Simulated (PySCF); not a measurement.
A side-by-side comparison of computed properties.

First species: C₆H₁₄O₃Si.
InChI=1S/C6H14O3Si/c1-3-4-8-6(7)5(2)9-10/h5H,3-4H2,1-2,10H3/t5-/m1/s1

Second species: C4H6ClNO.
SMILES: `C=N/C(=C/Cl)OC`

Levels: PBE0/pcSseg-1 for HOMO energy, LUMO energy and HOMO–LUMO gap. Geometries: GFN2-xTB. Each structure is a single optimised conformer of the isolated species, non-relativistic unless stated; the electronic structure was computed with PySCF and density fitting.

Dipoles, sizes and rotational constants follow the conformer. The torsions of the flexible species, by atom-mapped SMILES:
- `[CH2:1]=[N:2]/[C:3](=[CH:4]/[Cl:5])[O:6][CH3:7]`: C1–N2–C3–C4 180°, N2–C3–O6–C7 -179°

The conformers of `CCCOC(=O)[C@@H](C)O[SiH3]` aren't listed.

| property | column X | column Y |
| --- | --- | --- |
| HOMO energy | -7.85 eV | -6.57 eV |
| LUMO energy | -0.03 eV | -1.21 eV |
| HOMO–LUMO gap | 7.82 eV | 5.36 eV |

(1) Which column belongs to which species?

(2) How does each property change from the first species to the second?

## Answers

(1) Column X is the first species and column Y the second. The first has 24 atoms and 88 electrons, the second 13 and 62.

(2) HOMO energy +1.28 eV; LUMO energy -1.18 eV; HOMO–LUMO gap -2.46 eV.

